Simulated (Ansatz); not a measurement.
`I[Si](I)I`, charge 0, multiplicity 2.

Task: Give a relaxed structure at PBE0-D4/def2-TZVP (Ansatz). (Estimate.)

Result: Computed: 
```xyz
4

I    -1.1040    0.1094    2.0468
Si   -0.0776    0.5541   -0.1250
I     2.3247    0.1165   -0.0497
I    -1.1432   -0.7800   -1.8722
```
Point group C3v.
